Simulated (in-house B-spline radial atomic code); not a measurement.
The numbers below are computed, except where a source is named.
**Making a Troullier-Martins d channel for Cd, r_c = 1.36 bohr**

Cd, [Kr] 4d10 5s2, non-relativistic LDA (VWN5), spherical and spin-unpolarised, from a B-spline radial code for spherical atoms (atomic units). The all-electron 4d level is ε = -0.470530 hartree, its outermost node lies just inside 0.42 bohr and its outer maximum at 0.97 bohr.

Inside r_c the pseudo-orbital is u(r) = r^3 exp(p(r)), with p = c0 + c2 r² + c4 r⁴ + … + c12 r¹². The seven coefficients follow from p and its first four derivatives at r_c, from zero curvature of the screened potential at the origin, c4 = −c2²/(2l + 5), and from the norm inside r_c. At r_c the all-electron orbital has P = 0.8008585, P' = -0.5705887, the screened potential V = -2.269162, V' = 4.419444, V'' = -11.83708, and the norm inside is Q = 0.6376781.

What are p, p' and p'' at r_c?

p = ln(P/r_c^3) = ln(0.8008585/2.51546) = -1.14453. p' = P'/P − 3/r_c = -0.71247 − 2.20588 = -2.91835. The radial equation gives p'' = 2(V − ε) − 2(3) p'/r_c − p'² = -3.59726 − (-12.87509) − 8.51679 = 0.76104. Differentiating, p''' = 2V' + 2(3)p'/r_c² − 2(3)p''/r_c − 2p'p'' = 0.45634, and p'''' = 2V'' − 4(3)p'/r_c³ + 4(3)p''/r_c² − 2(3)p'''/r_c − 2p''² − 2p'p''' = -5.3227.

For a trial c2 the five matching conditions are linear in c0, c6, c8, c10 and c12, and c2 is varied until the norm inside r_c equals Q. The root nearest zero gives:

| n | c_n |
| --- | --- |
| 0 | 1.830072 |
| 2 | -1.966924 |
| 4 | -0.4298654 |
| 6 | 0.8875213 |
| 8 | -0.4843228 |
| 10 | 0.1246537 |
| 12 | -0.01278592 |

Check c4 and p(r_c), and find the screened pseudopotential at the origin.

−c2²/9 = -0.429865, as listed. The terms c_n r_c^n are 1.83007, -3.63802, -1.47058, 5.61581, -5.66821, 2.69833, -0.51192, which sum to -1.14452. Inverting the radial equation, V_l(r) = ε + 3 p'/r + (p'' + p'²)/2, so V_l(0) = ε + (2l + 3) c2 = -0.47053 + 7 × (-1.96692) = -14.2390 hartree, finite where the all-electron potential diverges.

Orbitals and screened potentials:

```
r (bohr)        P        u  V all-electron  V pseudo
   0.136  -0.3694  0.01512          -208.0    -14.23
    0.34   -0.253   0.1943          -48.08    -13.82
   0.544   0.4202   0.5507          -19.97     -12.1
   0.748   0.8305   0.8508          -10.19     -8.94
   0.952   0.9474   0.9511          -5.737    -5.631
   1.156   0.9052   0.9055          -3.484    -3.439
    1.36   0.8009   0.8009          -2.269    -2.269
```

Logarithmic derivatives P'/P at R = 1.66 bohr, for energies E around ε:

```tsv
E − ε (hartree)	all-electron	pseudo
-0.5	0.414115	0.414045
-0.25	-0.0974072	-0.0974372
-0.1	-0.519134	-0.519141
0	-0.878614	-0.878614
0.1	-1.33298	-1.33299
0.25	-2.31025	-2.3104
0.5	-6.15285	-6.15517
```

With P(R) = 0.6283893 and a norm of 0.7913949 inside R, what slope in energy does norm conservation fix?

d(P'/P)/dE = −2 × (norm inside R)/P(R)² = -4.0084 per hartree·bohr at E = ε, for both atoms, since orbital and norm agree at R. Differences over ±0.1 hartree give -4.0692 (all-electron) and -4.0692 (pseudo), which also hold third-order terms. Half a hartree below ε the two curves differ by -0.0001.
